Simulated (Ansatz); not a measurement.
Relaxation of CH9FO2Si3 (16 atoms, charge 0, multiplicity 1), to a largest force component of 0.02 eV/Å in at most 40 steps.

All numbers below come from Ansatz, RKS B3LYP-D4/STO-3G.

```xyz
16
Properties=species:S:1:pos:R:3
Si 0.000 0.000 0.000
F 0.000 0.000 1.590
O 1.584 0.000 -0.559
Si 2.491 -1.376 -0.887
H 1.660 -2.352 -1.586
H 3.632 -1.020 -1.725
H 2.969 -1.954 0.366
C -0.881 1.526 -0.623
H -1.933 1.272 -0.867
H -0.862 2.311 0.162
H -0.370 1.903 -1.534
O -0.791 -1.371 -0.559
Si -1.673 -2.433 0.398
H -1.263 -2.287 1.792
H -3.096 -2.132 0.276
H -1.426 -3.804 -0.040
```

**Question.** Where does it end, and by what steps?

**Answer.** The forces met the threshold. The force dipped under the threshold on the way, but the program's further checks kept it going. Limits of this set-up: minimal basis. After 26 steps the energy has fallen by 0.228 eV; H11 moved furthest, 1.05 Å.

```json
{"step": "0", "energy less start (eV)": "0.0000", "largest force component (eV/Å)": "1.746", "accepted": "yes"}
{"step": "1", "energy less start (eV)": "-0.1117", "largest force component (eV/Å)": "0.952", "accepted": "yes"}
{"step": "2", "energy less start (eV)": "-0.1322", "largest force component (eV/Å)": "0.188", "accepted": "yes"}
{"step": "3", "energy less start (eV)": "-0.1570", "largest force component (eV/Å)": "0.115", "accepted": "yes"}
{"step": "4", "energy less start (eV)": "-0.1696", "largest force component (eV/Å)": "0.304", "accepted": "yes"}
{"step": "5", "energy less start (eV)": "-0.1848", "largest force component (eV/Å)": "0.144", "accepted": "yes"}
{"step": "6", "energy less start (eV)": "-0.2063", "largest force component (eV/Å)": "0.167", "accepted": "yes"}
{"step": "7", "energy less start (eV)": "-0.2082", "largest force component (eV/Å)": "0.240", "accepted": "yes"}
{"step": "8", "energy less start (eV)": "-0.2172", "largest force component (eV/Å)": "0.088", "accepted": "yes"}
{"step": "9", "energy less start (eV)": "-0.2208", "largest force component (eV/Å)": "0.070", "accepted": "yes"}
{"step": "10", "energy less start (eV)": "-0.2234", "largest force component (eV/Å)": "0.030", "accepted": "yes"}
{"step": "11", "energy less start (eV)": "-0.2025", "largest force component (eV/Å)": "0.799", "accepted": "no"}
{"step": "12", "energy less start (eV)": "-0.2248", "largest force component (eV/Å)": "0.052", "accepted": "yes"}
{"step": "13", "energy less start (eV)": "-0.2240", "largest force component (eV/Å)": "0.239", "accepted": "no"}
{"step": "14", "energy less start (eV)": "-0.2196", "largest force component (eV/Å)": "0.302", "accepted": "no"}
{"step": "15", "energy less start (eV)": "-0.2255", "largest force component (eV/Å)": "0.012", "accepted": "yes"}
{"step": "16", "energy less start (eV)": "-0.2262", "largest force component (eV/Å)": "0.057", "accepted": "yes"}
{"step": "17", "energy less start (eV)": "-0.2265", "largest force component (eV/Å)": "0.113", "accepted": "yes"}
{"step": "18", "energy less start (eV)": "-0.2270", "largest force component (eV/Å)": "0.069", "accepted": "yes"}
{"step": "19", "energy less start (eV)": "-0.2275", "largest force component (eV/Å)": "0.021", "accepted": "yes"}
{"step": "20", "energy less start (eV)": "-0.2279", "largest force component (eV/Å)": "0.024", "accepted": "yes"}
{"step": "21", "energy less start (eV)": "-0.2278", "largest force component (eV/Å)": "0.096", "accepted": "no"}
{"step": "22", "energy less start (eV)": "-0.2281", "largest force component (eV/Å)": "0.016", "accepted": "yes"}
{"step": "23", "energy less start (eV)": "-0.2281", "largest force component (eV/Å)": "0.064", "accepted": "yes"}
{"step": "24", "energy less start (eV)": "-0.2283", "largest force component (eV/Å)": "0.020", "accepted": "yes"}
{"step": "25", "energy less start (eV)": "-0.2283", "largest force component (eV/Å)": "0.005", "accepted": "yes"}
{"step": "26", "energy less start (eV)": "-0.2285", "largest force component (eV/Å)": "0.005", "accepted": "yes"}
```

```xyz
16
Properties=species:S:1:pos:R:3
Si 0.119 -0.017 0.093
F 0.144 0.142 1.719
O 1.673 0.132 -0.509
Si 2.510 -1.289 -0.910
H 1.985 -1.929 -2.100
H 3.868 -0.874 -1.181
H 2.534 -2.262 0.165
C -0.991 1.302 -0.648
H -1.997 1.276 -0.212
H -0.577 2.303 -0.475
H -1.091 1.165 -1.731
O -0.323 -1.590 -0.294
Si -1.659 -2.340 0.422
H -1.439 -2.607 1.831
H -2.861 -1.535 0.304
H -1.857 -3.593 -0.269
```

Whether the end is a true minimum wasn't checked by a vibrational analysis.

Run time: 2 min on 1 thread of Intel(R) Xeon(R) 6975P-C (Granite Rapids) (shared host), peak memory 0.18 GiB.
